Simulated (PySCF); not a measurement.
Structure with atom numbers: `[F:1][c:2]1[n:3][c:4]([F:5])[c:6]([F:7])[c:8]([F:9])[c:10]1[F:11]`.

Single conformer, non-relativistic, isolated molecule, averaged over atoms made equivalent by symmetry, fast rotation or ring inversion. Coordinates at the PBE0-D3(BJ)/def2-SVP level; GIAO PBE0/pcSseg-1 shieldings; PySCF 2.14.

Scale: ¹³C vs TMS; ¹⁹F against CFCl3; NH3 for ¹⁵N (reference shieldings calculated alike).

| atoms | nucleus | count | Hirshfeld charge | δ (ppm) |
| --- | --- | --- | --- | --- |
| N3 | ¹⁵N | 1 | -0.18 | ? |
| C8 | ¹³C | 1 | 0.08 | 157.0 |
| C6/C10 | ¹³C | 2 | 0.05 | 139.9 |
| F1/F5 | ¹⁹F | 2 | -0.06 | -87.2 |
| C2/C4 | ¹³C | 2 | 0.13 | 149.9 |
| F7/F11 | ¹⁹F | 2 | -0.06 | ? |
| F9 | ¹⁹F | 1 | -0.04 | -140.1 |

Q: Estimate the values marked ?.

A: 
- F7/F11: -171.4 ppm, aryl fluorine
- N3: 266.6 ppm, pyridine-type ring nitrogen

Shifts are as computed. Against solution values, carbons near 30 ppm lie about +2 ppm off and those near 130 ppm about +5 ppm. Of 1211 compounds with measured shifts, 218 miss one by over three times the rms of a fit or turn the order of signals round; such compounds aren't used in these exercises. Unscaled 19F shifts against computed CFCl3 carry errors that often reach 10 to 50 ppm. Experimental scales use liquid or dissolved standards, which lie at an offset from isolated NH3 (liquid NH3: subtract about 20 ppm). Unscaled 15N shifts of sp2 nitrogen come out 20 to 40 ppm too high even then.
